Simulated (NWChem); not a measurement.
## Extrapolating the CCSD(T) correlation energy of BeO

SMILES: [O]=[Be]
```xyz
2

Be     0.0000     0.0000     0.9063
O      0.0000     0.0000    -0.4531
```
Charge 0, spin multiplicity 1.

All runs are NWChem calculations. Structure: optimised with PBE/def2-SVP, a minimum by its harmonic frequencies.

The correlated methods keep 2 core orbitals frozen. The structure started from a generated list of species. Coupled-cluster values serve here as a point of comparison, not as the truth.

Worked example. The CCSD(T) correlation energy is -308.14 mHa in cc-pVTZ and -328.00 mHa in cc-pVQZ. The form E(X) = E∞ + A/X³ turns the pair into an estimate of the basis-set limit.

E∞ = (4³·(-328.00) − 3³·(-308.14))/(4³ − 3³) = -342.5 mHa. The larger basis holds 96 % of that, at about 10 times the processor time of the smaller one. This is a two-point estimate.
